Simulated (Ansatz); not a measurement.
Cost and result for the atomization energy of CH₆AlFGe (`[CH3][Al]([F])[GeH3]`) (10 atoms, 9 bonds).

| atom | x (Å) | y (Å) | z (Å) |
| --- | --- | --- | --- |
| C1 | 1.0325 | 0.7628 | -1.5183 |
| Al2 | 0.4181 | 0.5687 | 0.3119 |
| F3 | 1.0428 | 1.6081 | 1.4401 |
| Ge4 | -1.2136 | -1.0627 | 1.1993 |
| H5 | 2.1214 | 0.6647 | -1.5723 |
| H6 | 0.7869 | 1.7583 | -1.9023 |
| H7 | 0.5904 | 0.0228 | -2.1893 |
| H8 | -0.5895 | -1.9624 | 2.2834 |
| H9 | -2.4259 | -0.3649 | 1.8456 |
| H10 | -1.7632 | -1.9956 | 0.1020 |

Charge 0, multiplicity 1. Correlated methods include outer-core shells of Ge, which these sets cover unevenly. Scalar relativity is left out up to krypton. All single points use the PBE0-D4/def2-TZVP geometry. Program: Ansatz. All runs use 4 threads of an Arm Neoverse V2 on a shared host. Times are those of one run each, without the atoms' runs, and a repeat can differ threefold. Electronic energies, without spin–orbit coupling; frozen cores. CCSD(T)/CBS adds CCSD(T) − MP2 in def2-TZVPP to the MP2 limit, and its time is that of the two runs behind it. T1 = 0.012. With those shells the extrapolation isn't a true limit. B3LYP takes the VWN-RPA correlation (the form of Gaussian; ORCA's B3LYP/G).

CCSD(T)/CBS is a level of theory with its own doubt, some kJ/mol a heavy atom from the limit and from the frozen cores, so smaller differences don't rank the functionals.

```
                            level  functions  wall time
           LDA (SPW92)/def2-TZVPP        236      0.9 s
             revPBE-D4/def2-TZVPP        236      1.4 s
               BLYP-D4/def2-TZVPP        236      1.4 s
  PBE-D4/def2-TZVPP (with forces)        236      1.8 s
               PBE0-D4/def2-TZVPP        236      2.4 s
              BHLYP-D4/def2-TZVPP        236      2.5 s
B3LYP-D4/def2-TZVPP (with forces)        236      3.5 s
                B2PLYP/def2-TZVPP        236      3.8 s
                 CCSD(T)/def2-SVP        108      4.3 s
               ωB97X-V/def2-TZVPP        236      6.5 s
                   MP2/def2-QZVPP        453       14 s
               CCSD(T)/def2-TZVPP        236      100 s
                CCSD(T)/CBS(def2)          –      120 s
```

What atomization energy does each give, and how far from CCSD(T)/CBS? (An estimate is asked.)

Computed: 
```csv
level,atomization (kJ/mol),difference from CCSD(T)/CBS,per bond
LDA (SPW92)/def2-TZVPP,3661.4,372.6,41.4
revPBE-D4/def2-TZVPP,3200.4,-88.4,-9.8
BLYP-D4/def2-TZVPP,3231.8,-57.0,-6.3
PBE-D4/def2-TZVPP (with forces),3271.0,-17.8,-2.0
PBE0-D4/def2-TZVPP,3239.8,-49.0,-5.4
BHLYP-D4/def2-TZVPP,3195.6,-93.2,-10.4
B3LYP-D4/def2-TZVPP (with forces),3254.9,-33.9,-3.8
B2PLYP/def2-TZVPP,3232.5,-56.3,-6.3
CCSD(T)/def2-SVP,3100.8,-188.0,-20.9
ωB97X-V/def2-TZVPP,3284.1,-4.7,-0.5
MP2/def2-QZVPP,3276.8,-12.0,-1.3
CCSD(T)/def2-TZVPP,3217.7,-71.1,-7.9
CCSD(T)/CBS(def2),3288.8,0.0,0.0
```

The D4 term adds +26.1 kJ/mol with B3LYP and +13.8 kJ/mol with PBE0; it sums over pairs of atoms, weighted by their polarisabilities, and B3LYP, whose exchange is more repulsive, gets the larger term. In def2-TZVPP, CCSD(T) changes the Hartree–Fock value by +744.1 kJ/mol (the triples alone add +35.5 kJ/mol) and MP2 by +760.8 kJ/mol; breaking electron pairs costs correlation energy, which Hartree–Fock lacks. Leaving LDA and LC-ωPBE aside and taking each functional with its dispersion term where it has one, the values, not all of them listed here, spread over 105.5 kJ/mol, from BHLYP-D4 to B97M-V. LDA lies +406.5 kJ/mol from PBE without D4, its usual overbinding.
